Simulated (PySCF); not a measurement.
C₈H₅FS₂, SMILES c1cc(-c2ccc(s2)F)sc1 (GFN2-xTB optimised geometry):

```
16

F      1.623    -4.008     0.000
C      1.421    -2.691     0.000
C      2.376    -1.727     0.000
C      1.806    -0.439     0.000
C      0.437    -0.443     0.000
C     -0.451     0.677     0.000
C     -1.822     0.677     0.000
C     -2.374     1.971     0.000
C     -1.427     2.945     0.000
S      0.168     2.304     0.000
S     -0.194    -2.071     0.000
H      3.430    -1.932     0.000
H      2.383     0.468     0.000
H     -2.403    -0.228     0.000
H     -3.430     2.169     0.000
H     -1.562     4.008     0.000
```

Computed with PBE/def2-TZVP in PySCF.

Task: What are the frontier orbital energies and the dipole moment?

Result: HOMO-2 -6.62 eV, HOMO-1 -6.33 eV, HOMO -5.00 eV, LUMO -2.19 eV, LUMO+1 -0.89 eV; dipole moment 1.17 D.

Meta-Löwdin charges at PBE/def2-TZVP: F1 -0.22, C2 0.14, C3 -0.20, C4 -0.15, C5 -0.12, C6 -0.12, C7 -0.17, C8 -0.15, C9 -0.27, S10 0.29, S11 0.27, H12 0.14, H13 0.14, H14 0.13, H15 0.13, H16 0.15.
